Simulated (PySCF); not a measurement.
Energy landscape of Li₂O, singlet: symmetric bend, bond length relaxed. Scanned: Li-O-Li angle. Other coordinates (O-Li bond length) were minimised at B3LYP/def2-TZVP. Each profile is relative to its own lowest point.

| a / ° | A | B | C |
|---|---|---|---|
| 180 | 0.0 | 0.0 | 0.0 |
| 170 | 0.1 | 0.1 | 0.1 |
| 160 | 0.5 | 0.3 | 0.4 |
| 150 | 1.2 | 0.7 | 0.9 |
| 140 | 2.3 | 1.4 | 1.7 |
| 130 | 3.8 | 2.5 | 2.9 |
| 120 | 6.1 | 4.0 | 4.6 |
| 110 | 9.4 | 6.4 | 7.3 |
| 100 | 14.2 | 9.9 | 11.2 |
| 90 | 21.0 | 15.5 | 17.0 |
| 80 | 30.9 | 24.0 | 25.9 |

Energies in kcal/mol.

Which curve belongs to which method? The methods are CCSD on RHF/cc-pVTZ, 1 core orbital frozen in PySCF; MP2 on RHF/cc-pVTZ, 1 core orbital frozen run with PySCF 2.14.0; restricted B3LYP/LANL2DZ (PySCF).

A is RKS-B3LYP/LANL2DZ; B is MP2; C is CCSD.
